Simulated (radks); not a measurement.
The numbers below are computed, except where a source is named.
Cd2+, 46 electrons, occupied as [Kr] 5s(up 0.5, down 0.5) 4d(up 4.75, down 4.25) (fractional occupations, a model configuration).

Level of theory: scalar-relativistic Kohn-Sham, r2SCAN, spin-polarised, spherical densities, finite nucleus; meta-GGA in the generalised Kohn-Sham scheme; Fermi nuclear charge, rms radius 4.6087 fm (a radial shooting solver on a logarithmic mesh with Libxc functionals).

Energy parts (eV):
total: -152218.775
kinetic: 158399.008
electron-nucleus: -366929.459
Hartree: 60503.716
exchange-correlation: -4192.041

Orbitals (lengths in bohr, moments of r in powers of bohr):
| orbital | occ. | eigenvalue (eV) | <r^2> |
|---|---|---|---|
| 1s up | 1 | -26600.96 | 0.001250 |
| 1s down | 1 | -26600.96 | 0.001250 |
| 2s up | 1 | -3985.154 | 0.02042 |
| 2s down | 1 | -3984.993 | 0.02042 |
| 2p up | 3 | -3575.480 | 0.01612 |
| 2p down | 3 | -3575.360 | 0.01611 |
| 3s up | 1 | -768.9533 | 0.1462 |
| 3s down | 1 | -768.9164 | 0.1462 |
| 3p up | 3 | -633.5265 | 0.1476 |
| 3p down | 3 | -633.4716 | 0.1476 |
| 3d up | 5 | -422.1041 | 0.1332 |
| 3d down | 5 | -421.9842 | 0.1332 |
| 4s up | 1 | -133.4905 | 0.8737 |
| 4s down | 1 | -132.9572 | 0.8734 |
| 4p up | 3 | -93.4145 | 1.043 |
| 4p down | 3 | -92.8667 | 1.043 |
| 4d up | 4.75 | -35.5074 | 1.738 |
| 4d down | 4.25 | -34.9885 | 1.749 |
| 5s up | 0.5 | -22.9291 | 6.430 |
| 5s down | 0.5 | -22.7737 | 6.495 |

The highest occupied level is 5s down at -22.774 eV. The electron density at the nucleus is 1.636e+05 e/bohr^3 (large components only). The spin density at the nucleus is -0.1067 e/bohr^3 (1s 0.0006, 2s -0.3644, 3s 0.2827, 4s -0.3686, 5s 0.3430). Summed over all electrons, <r^2> = 32.81 bohr^2, which gives a Langevin (diamagnetic) susceptibility term of -26 x 10^-6 cm^3/mol. The density falls to 0.001 e/bohr^3 at r = 3.62 bohr. Spin moment in Bohr magnetons: 0.5.
